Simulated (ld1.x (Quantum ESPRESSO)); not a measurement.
**PW91 ultrasoft dataset for Ti (Z = 22), fully relativistic all-electron reference.**

```
Element                 : titanium (Ti)
Generator               : ld1.x (Quantum ESPRESSO) 7.5
Type                    : ultrasoft
Functional              : PW91
Relativity              : fully relativistic
Frozen core             : [Ne]
Valence charge          : 12
Reference configuration : 3s2 3p6 3d2 4s2 4p0
Partial waves           : 3s (bound): rcut 1.55, rcutus 1.95 bohr; 4s (bound): rcut 1.55, rcutus 1.95 bohr; 3p (bound): rcut 1.55, rcutus 2.15 bohr; 4p (bound, empty): rcut 1.55, rcutus 2.15 bohr; 3d (bound): rcut 1.00, rcutus 1.40 bohr; 3d channel at 0.3 Ry: rcut 1.00, rcutus 1.40 bohr
Local potential         : all-electron potential smoothed inside 1.05 bohr (lloc = -1)
Core correction         : a·sin(br)/r model core, default radius (core density twice the valence density)
Augmentation charge     : PSQ, inside the norm-conserving radii
```

Open shells are filled in proportion to 2j + 1 (rel_dist='average').

All-electron outer shells of the reference configuration (PW91, scalar-relativistic, ld1.x):

| shell | level (eV) | outermost node (bohr) | outermost maximum (bohr) |
| --- | --- | --- | --- |
| 2s | -537.08 | 0.09 | 0.27 |
| 2p | -444.55 | – | 0.22 |
| 3s | -62.64 | 0.40 | 0.87 |
| 3p | -38.90 | 0.37 | 0.90 |
| 4s | -4.51 | 1.24 | 2.92 |
| 3d | -4.32 | – | 0.98 |
| 4p | -1.50 | 1.39 | 3.80 |

Results:

- Configuration tests: test run stopped at test 2 of 7 (negative rho)
- Lowest eigenvalue of the overlap operator: -1.54 (p1/2 channel); it is negative, so in a basis up to 400 Ry S is not positive definite and the file is unfit for use
- Density cutoff estimated by the generator: 397 Ry

The ghost test of this file was not conclusive. Its overlap operator is not positive definite in a basis up to 400 Ry (lowest eigenvalue s -0.08, p1/2 -1.54, p3/2 -1.50), so the file is unfit for use: the generalised eigenproblem breaks down once the basis is large enough, and its test numbers describe a broken file.

Generation and tests took about 1.6 s on one core of a shared server CPU.
